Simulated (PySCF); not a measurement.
All of these have the formula C3H7ClOSi. Theory: TDDFT PBE0/def2-SVPD, vertical, gas phase, core orbitals frozen in the response (PySCF). Geometries: GFN2-xTB; one conformer of each isolated species. Triplets are in the Tamm–Dancoff approximation.

A. `C=C(Cl)OC[SiH3]`
B. `O[SiH2][C@@H]1C[C@@H]1Cl`
C. `CC(=O)[Si@@H](C)Cl`
D. `C=C(Cl)[SiH2]OC`

Lowest singlet levels (six at most, fewer where fewer were computed) with oscillator strengths:

1. 6.88 eV (f 0.002); 7.21 eV (f 0.008); 7.36 eV (f 0.012); 7.44 eV (f 0.003); 7.61 eV (f 0.001); 7.75 eV (f 0.010); T1 6.24 eV
2. 6.39 eV (f 0.183); 6.41 eV (f 0.000); 6.56 eV (f 0.003); 6.77 eV (f 0.045); 6.90 eV (f 0.000); 7.12 eV (f 0.005); T1 3.99 eV
3. 3.50 eV (f 0.002); 6.20 eV (f 0.003); 6.43 eV (f 0.017); 6.55 eV (f 0.020); 6.86 eV (f 0.004); 7.04 eV (f 0.001); T1 2.81 eV
4. 5.68 eV (f 0.001); 6.18 eV (f 0.006); 6.52 eV (f 0.362); 6.61 eV (f 0.002); 6.85 eV (f 0.002); 7.24 eV (f 0.002); T1 4.05 eV

Problem. Match each spectrum to its molecule.

Solution. 1 = B, 2 = D, 3 = C, 4 = A.
- A: S1 at 5.68 eV, HOMO→LUMO (67%), HOMO→LUMO+2 (27%); Löwdin shares by element: HOMO carbon 57% or more, oxygen 19%, chlorine 12%; LUMO silicon 23%, chlorine 21%, carbon 20% or more (atoms not listed hold the other 36%); HOMO -6.74 and LUMO 0.20 eV; point group Cs.
- B: S1 at 6.88 eV, HOMO→LUMO+1 (66%), HOMO→LUMO (28%); Löwdin shares by element: HOMO carbon 46%, chlorine 41%; LUMO chlorine 26%, silicon 19%, oxygen 11%, carbon 9% or more (atoms not listed hold the other 34%); HOMO -8.08 and LUMO 0.28 eV.
- C: S1 at 3.50 eV, HOMO→LUMO (98%); Löwdin shares by element: HOMO oxygen 49%, carbon 28% or more, silicon 11%; LUMO carbon 45% or more, oxygen 31%, silicon 10%; HOMO -7.00 and LUMO -1.39 eV.
- D: S1 at 6.39 eV, HOMO→LUMO (92%); Löwdin shares by element: HOMO carbon 57% or more, chlorine 34%; LUMO carbon 68% or more, chlorine 9%, silicon 8% (atoms not listed hold the other 16%); HOMO -7.53 and LUMO -0.58 eV; point group Cs, 2 of its 6 listed states under f = 0.0005.

Without π bonds the low states are Rydberg-like; a valence basis with one diffuse set may place them up to an eV too high.
